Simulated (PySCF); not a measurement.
H$_{4}$O$_{4}$Si (SMILES O[Si](O)(O)O), singlet, geometry from GFN2-xTB; R2SCAN/STO-3G (PySCF).

The PySCF input:
```python
from pyscf import gto, scf, dft

mol = gto.M(
    atom='''
O     0.71655418    1.18982663   -0.84296995
Si   -0.00000000   -0.00000000    0.00000000
O    -1.02814201    0.71678285    1.03386749
O    -0.68738808   -0.99172487   -1.08798669
O     0.99897591   -0.91488460    0.89708915
H     1.01009778    1.96488292   -0.37378436
H    -1.39938075    0.19534961    1.73906562
H    -1.15878807   -0.60533841   -1.81976724
H     1.54807104   -1.55489412    0.45448598
''',
    basis='sto-3g',
    verbose=3,
)

mf = dft.RKS(mol)
mf.xc = 'r2scan'
mf.kernel()
mf.analyze()
```

**Question.** Write the output that PySCF gives for this input, abridged.

**Answer.** 
```
converged SCF energy = -585.125957396213
**** MO energy ****
MO #1   energy= -65.1150564479601  occ= 2
MO #2   energy= -18.5953453531782  occ= 2
MO #3   energy= -18.5950259064736  occ= 2
MO #4   energy= -18.5950256332861  occ= 2
MO #5   energy= -18.5948937092939  occ= 2
MO #6   energy= -5.07176947651879  occ= 2
MO #7   energy= -3.36015513993761  occ= 2
MO #8   energy= -3.36015495499863  occ= 2
MO #9   energy= -3.35862130144018  occ= 2
MO #10  energy= -0.909625728656126 occ= 2
MO #11  energy= -0.865007596876319 occ= 2
MO #12  energy= -0.865007433428799 occ= 2
MO #13  energy= -0.861064269898729 occ= 2
MO #14  energy= -0.463424844494424 occ= 2
MO #15  energy= -0.3870249282528   occ= 2
MO #16  energy= -0.387023161234666 occ= 2
MO #17  energy= -0.365336604921631 occ= 2
MO #18  energy= -0.19465399847097  occ= 2
MO #19  energy= -0.163681741112367 occ= 2
MO #20  energy= -0.150087428259574 occ= 2
MO #21  energy= -0.150086791275759 occ= 2
MO #22  energy= -0.107145493741081 occ= 2
MO #23  energy= -0.104724487216931 occ= 2
MO #24  energy= -0.0944673943961317 occ= 2
MO #25  energy= -0.0944659003854774 occ= 2
MO #26  energy= 0.232137076055246  occ= 0
MO #27  energy= 0.322681679777107  occ= 0
MO #28  energy= 0.322684157631363  occ= 0
MO #29  energy= 0.341441037637143  occ= 0
MO #30  energy= 0.445253344256193  occ= 0
MO #31  energy= 0.463069987975317  occ= 0
MO #32  energy= 0.510370530876946  occ= 0
MO #33  energy= 0.510372568628214  occ= 0
 ** Mulliken atomic charges  **
charge of    0O =     -0.37041
charge of    1Si =      0.90039
charge of    2O =     -0.37039
charge of    3O =     -0.37040
charge of    4O =     -0.37040
charge of    5H =      0.14530
charge of    6H =      0.14530
charge of    7H =      0.14530
charge of    8H =      0.14530
Dipole moment(X, Y, Z, Debye): -0.00002,  0.00000,  0.00005
```
